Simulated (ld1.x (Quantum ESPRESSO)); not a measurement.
## What one change does to a pseudopotential (phosphorus, TM)

| Item | Value |
| --- | --- |
| Element | P |
| Generator | ld1.x (Quantum ESPRESSO) 7.5 |
| Type | norm-conserving Troullier–Martins (Kleinman–Bylander form) |
| Functional | PBE |
| Relativity | scalar-relativistic |
| Frozen core | [Ne] |
| Valence charge | 5 |
| Reference configuration | 3s2 3p3 |
| Partial waves | 3s (bound): rc 1.50 bohr; 3p (bound): rc 1.45 bohr |
| Local potential | all-electron potential smoothed inside 1.35 bohr (lloc = -1) |
| Core correction | Bessel-smoothed model core inside 1.50 bohr |

All-electron outer shells of the reference configuration (PBE, scalar-relativistic, ld1.x):

| shell | level (eV) | outermost node (bohr) | outermost maximum (bohr) |
| --- | --- | --- | --- |
| 2s | -173.99 | 0.14 | 0.42 |
| 2p | -124.49 | – | 0.36 |
| 3s | -13.97 | 0.65 | 1.58 |
| 3p | -5.51 | 0.64 | 1.83 |

Change: wave 3s (bound): rc 1.50 bohr becomes 3s (bound): rc 1.02 bohr.

Cutoffs: the cutoffs (Ry, on a coarse ladder) from which the occupation-weighted sum of valence levels, in a spherical-Bessel basis at the reference potential, stays within 10 and 1 mRy of its value at 400 Ry; they do not see the model core or the augmentation charge, which bear on the density cutoff. Errors are all-electron minus pseudo energies relative to the spin-unpolarised reference configuration.

Question: What does the change do?

Answer: The potential gets harder (35 Ry and 55 Ry → 90 Ry and 300 Ry); of the 7 tests that both files solve, the error grows in 7 and shrinks in 0 by more than 15 % and 0.3 meV (median size 7.8 → 14.1 meV); neither file shows a bound ghost. A smaller radius makes the pseudo-wave follow the all-electron one further in, where it bends more sharply, so more plane waves are needed. That the errors move this way runs against the usual rule that smaller radii transfer better.

```tsv
quantity	base	changed
cutoff, loose	35 Ry	90 Ry
cutoff, tight	55 Ry	300 Ry
loose cutoff by channel (10 mRy a level)	s 18 Ry, p 8 Ry	s 80 Ry, p 8 Ry
bound ghosts	none	none
error for 3s2 3p2, meV [ΔE 9.73 eV]	+3.4	+5.1
error for 3s2 3p1, meV [ΔE 28.88 eV]	+23	+37
error for 3s2 3p0, meV [ΔE 58.62 eV]	+74	+132
error for 3s2 3p2.5, meV [ΔE 3.77 eV]	+0.5	+0.8
error for 3s1 3p4, meV [ΔE 8.53 eV]	+0.8	+9.8
error for 3s1 3p3, meV [ΔE 18.85 eV]	+7.8	+14
error for 3s1 3p0, meV [ΔE 110.62 eV]	+222	+276
```
